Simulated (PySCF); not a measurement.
Identify the unknown among the candidates.

All candidates are C8H15N.

- 1H NMR: chemical shifts (computed TMS as zero) by class: 5.17 (1 H), 5.10 (1 H), 3.11 (1 H), 3.00 (1 H), 2.61 (1 H), 2.30 (1 H), 2.10 (1 H), 2.01 (1 H), 1.70 (3 H), 1.58 (1 H), 1.31 (1 H), 0.51 (2 H) ppm [GIAO PBE0/pcSseg-1]
- NMR, other nuclei: isotropic shieldings of nuclei other than C and H, by class: 233 (1 N) ppm [GIAO PBE0/pcSseg-1]
- 13C NMR: chemical shifts (computed TMS as zero) by class: 157.5 (1 C), 112.8 (1 C), 55.4 (1 C), 44.9 (1 C), 42.0 (1 C), 26.9 (1 C), 24.1 (1 C), 23.4 (1 C) ppm [GIAO PBE0/pcSseg-1]
- Rotational structure: rotational constants A, B, C: 2.708, 1.020, 0.818 GHz [GFN2-xTB]
- Dipole: 1.66 D [PBE0/pcSseg-1]

Electronic properties: PySCF, gas phase, density fitting. Levels stand in brackets. One conformer (not necessarily the lowest) at the GFN2-xTB geometry, without solvent, vibrations or thermal averaging. NMR values are class means; diastereotopic atoms form classes of their own.

**Question.** Which candidate is it?
A. `C=C1C[C@H]1CNCCC`
B. `C=C(C)[C@@H]1CC[C@H]1CN`
C. `N[C@@H]1C[C@H]2CCC[C@@H]1C2`
D. `C=C(/C=N\C)C(C)(C)C`
E. `CN(C)[C@H]1C[C@H]2C[C@H]2C1`

**Answer.** B. It is `C=C(C)[C@@H]1CC[C@H]1CN`. Numbering: `[CH2:1]=[C:2]([CH3:3])[C@@H:4]1[CH2:5][CH2:6][C@H:7]1[CH2:8][NH2:9]`. Its formula, C8H15N, gives 2 degrees of unsaturation: 1 ring and 1 π bond in the structure found. 8 carbons fall into 8 classes; from least to most shielded: fully substituted alkene carbon [C2] (157.5 ppm), terminal =CH2 carbon [C1] (112.8 ppm), chain sp3 carbon bound to nitrogen [C8] (55.4 ppm), allylic carbon [C4] (44.9 ppm), four-membered-ring carbon [C7] (42.0 ppm), four-membered-ring carbon [C5] (26.9 ppm), four-membered-ring carbon [C6] (24.1 ppm), allylic carbon [C3] (23.4 ppm). Hydrogen classes from least to most shielded: 1 H on a terminal =CH2 carbon, C1 (5.17 ppm), 1 H on a terminal =CH2 carbon, C1 (5.10 ppm), 1 H on an sp3 carbon bound to nitrogen, C8 (3.11 ppm), 1 H on an sp3 carbon bound to nitrogen, C8 (3.00 ppm), 1 H on a four-membered-ring carbon, C7 (2.61 ppm), 1 H on an allylic carbon, C4 (2.30 ppm), 1 H on a four-membered-ring carbon, C5 (2.10 ppm), 1 H on a four-membered-ring carbon, C6 (2.01 ppm), 3 H on an allylic carbon, C3 (1.70 ppm), 1 H on a four-membered-ring carbon, C5 (1.58 ppm), 1 H on a four-membered-ring carbon, C6 (1.31 ppm), 2 H on a primary amine nitrogen, N9 (0.51 ppm). The other shieldings belong to: 233 ppm, primary amine nitrogen [N9]. The optimised geometry has point group C1 and is an asymmetric top.

The others, at the same levels:
- `N[C@@H]1C[C@H]2CCC[C@@H]1C2` fails: its computed 13C shifts are 58.7 (1 C), 47.8 (1 C), 42.7 (1 C), 40.0 (1 C), 38.6 (1 C), 35.6 (1 C), 34.6 (1 C), 23.4 (1 C) ppm, 1H shifts are 3.53 (1 H), 2.32 (1 H), 2.24 (1 H), 1.74 (1 H), 1.54 (1 H), 1.51 (1 H), 1.48 (1 H), 1.44 (1 H), 1.41 (1 H), 1.39 (1 H), 1.39 (1 H), 1.35 (1 H), 1.03 (1 H), 0.57 (2 H) ppm and smallest rotational constant is 1.358 GHz (against 0.818 GHz).
- `CN(C)[C@H]1C[C@H]2C[C@H]2C1` fails: it has 5 carbon classes against 8; its computed 13C shifts are 79.4 (1 C), 47.3 (2 C), 41.8 (2 C), 24.9 (1 C), 21.3 (2 C) ppm, 1H shifts are 2.55 (1 H), 2.20 (2 H), 2.07 (6 H), 1.30 (2 H), 1.25 (2 H), 0.94 (1 H), -0.10 (1 H) ppm and rotational constant A is 3.534 GHz (against 2.708 GHz).
- `C=C(/C=N\C)C(C)(C)C` fails: it has 6 carbon classes against 8; its computed 13C shifts are 168.6 (1 C), 159.5 (1 C), 118.5 (1 C), 43.8 (1 C), 37.4 (1 C), 30.6 (3 C) ppm, 1H shifts are 8.50 (1 H), 5.47 (1 H), 4.96 (1 H), 3.70 (3 H), 1.17 (9 H) ppm and smallest rotational constant is 1.007 GHz (against 0.818 GHz).
- `C=C1C[C@H]1CNCCC` fails: its computed 13C shifts are 142.0 (1 C), 110.2 (1 C), 59.4 (1 C), 58.5 (1 C), 29.0 (1 C), 20.7 (1 C), 14.2 (1 C), 11.1 (1 C) ppm, 1H shifts are 5.87 (1 H), 5.82 (1 H), 3.27 (1 H), 2.68 (1 H), 2.55 (1 H), 2.03 (1 H), 1.82 (1 H), 1.82 (1 H), 1.35 (1 H), 1.21 (1 H), 1.05 (3 H), 0.61 (1 H), 0.07 (1 H) ppm and rotational constant A is 6.464 GHz (against 2.708 GHz).

Each candidate is one conformer, not necessarily the lowest. Dipoles, sizes and rotational constants follow the conformer. The torsions of the flexible species, by atom-mapped SMILES:
- `[CH2:1]=[C:2]([CH3:3])[C@@H:4]1[CH2:5][CH2:6][C@H:7]1[CH2:8][NH2:9]`: C1–C2–C4–C5 120°, C6–C7–C8–N9 -77°, H–N9–C8–C7 60°, H–N9–C8–C7 178°
- `[CH2:1]=[C:2](/[CH:3]=[N:4]\[CH3:5])[C:6]([CH3:7])([CH3:8])[CH3:9]`: C1–C2–C3–N4 57°, C1–C2–C6–C7 107°
- `[CH2:1]=[C:2]1[CH2:3][C@H:4]1[CH2:5][NH:6][CH2:7][CH2:8][CH3:9]`: C3–C4–C5–N6 -86°, C4–C5–N6–C7 178°, C5–N6–C7–C8 -178°, N6–C7–C8–C9 -175°

The conformers of `N[C@@H]1C[C@H]2CCC[C@@H]1C2` and `CN(C)[C@H]1C[C@H]2C[C@H]2C1` aren't listed.
